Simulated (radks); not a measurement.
Polarisability of the lanthanum ion La3+, [Xe], at imaginary frequency. All-electron calculation, non-relativistic Kohn-Sham, LB94 model potential, spin-polarised, spherical densities, point nucleus; relativity is left out, which matters for an element this heavy. Program: a radial shooting solver on a logarithmic mesh with Libxc functionals. Response by self-consistent Sternheimer equations with the Hartree and adiabatic LDA kernel.

| w (hartree) | alpha1(iw) (bohr^3) | alpha2(iw) (bohr^5) |
|---|---|---|
| 0.00266 | 8.050 | 32.18 |
| 0.0143 | 8.048 | 32.17 |
| 0.0360 | 8.039 | 32.13 |
| 0.0697 | 8.010 | 31.98 |
| 0.118 | 7.936 | 31.61 |
| 0.186 | 7.774 | 30.84 |
| 0.280 | 7.452 | 29.46 |
| 0.413 | 6.862 | 27.26 |
| 0.605 | 5.898 | 24.06 |
| 0.892 | 4.556 | 19.64 |
| 1.35 | 3.059 | 14.10 |
| 2.12 | 1.764 | 8.327 |
| 3.59 | 0.8695 | 3.796 |
| 6.94 | 0.3334 | 1.241 |
| 17.5 | 0.07579 | 0.2301 |

Static values: alpha1 = 8.050 bohr^3 (1.193 angstrom^3; uncoupled 13.93), alpha2 = 32.18 bohr^5, alpha3 = 210.4 bohr^7. C6 = 51.70, C8 = 1073, triple-dipole C9 = 300.6 atomic units. One-pole (London) frequency 4 C6 / (3 alpha1^2) = 1.064 hartree, against 1.869 for minus the highest occupied eigenvalue.
